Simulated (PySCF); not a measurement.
diarsenic (As₂), singlet, geometry from GFN2-xTB. Base run: B3LYP/6-31G* (PySCF).

Here is a job for PySCF.
```python
from pyscf import gto, scf, dft

mol = gto.Mole()
mol.atom = '''
    As   -0.000000   -0.000000   -1.046992
    As    0.000000    0.000000    1.046992
'''
mol.basis = '6-31g*'
mol.charge = 0
mol.spin = 0
mol.verbose = 4
mol.build()

mf = dft.RKS(mol)
mf.xc = 'b3lyp'
mf.kernel()
mo_i, mo_e, stable_i, stable_e = mf.stability(internal=True, external=True, return_status=True, nroots=6, tol=1e-6)
print('internally stable:', stable_i, ' externally stable:', stable_e)
if not stable_e:
    umf = mf.to_uhf() if not hasattr(mf, 'xc') else mf.to_uks()
    umf.scf_summary = {}
    umf.kernel(umf.make_rdm1(mo_e, umf.mo_occ))
mf.analyze()
```

The bond that is stretched is that between atoms 2 and 1. A test that says stable can miss a lower solution.

Variants of this job, named by their change:

```json
[
 {"change": "base", "ΔE vs base (eV)": "0.00", "<S^2>": "0.000", "E after following the instability (Eh)": "-", "<S^2> there": "-", "HOMO-LUMO gap (eV)": "4.41", "stability test says": "stable", "outcome": "converged"},
 {"change": "bond × 1.25", "ΔE vs base (eV)": "1.79", "<S^2>": "0.000", "E after following the instability (Eh)": "-4471.19911", "<S^2> there": "0.00", "HOMO-LUMO gap (eV)": "2.58", "stability test says": "external instability", "outcome": "converged"},
 {"change": "bond × 1.5", "ΔE vs base (eV)": "4.27", "<S^2>": "0.000", "E after following the instability (Eh)": "-4471.10805", "<S^2> there": "0.00", "HOMO-LUMO gap (eV)": "1.61", "stability test says": "external instability", "outcome": "converged"},
 {"change": "bond × 1.8", "ΔE vs base (eV)": "-", "<S^2>": "-", "E after following the instability (Eh)": "-", "<S^2> there": "-", "HOMO-LUMO gap (eV)": "-", "stability test says": "-", "outcome": "not converged"},
 {"change": "bond × 2.2", "ΔE vs base (eV)": "7.67", "<S^2>": "0.000", "E after following the instability (Eh)": "-4471.12430", "<S^2> there": "2.96", "HOMO-LUMO gap (eV)": "0.70", "stability test says": "external instability", "outcome": "converged"},
 {"change": "bond × 3.0", "ΔE vs base (eV)": "-", "<S^2>": "-", "E after following the instability (Eh)": "-", "<S^2> there": "-", "HOMO-LUMO gap (eV)": "-", "stability test says": "-", "outcome": "not converged"}
]
```

Where a bond breaks into two radicals, a solution with restricted orbitals usually stops being the lowest and lies too high; an unrestricted one lies lower at the price of spin contamination, which <S^2> shows.
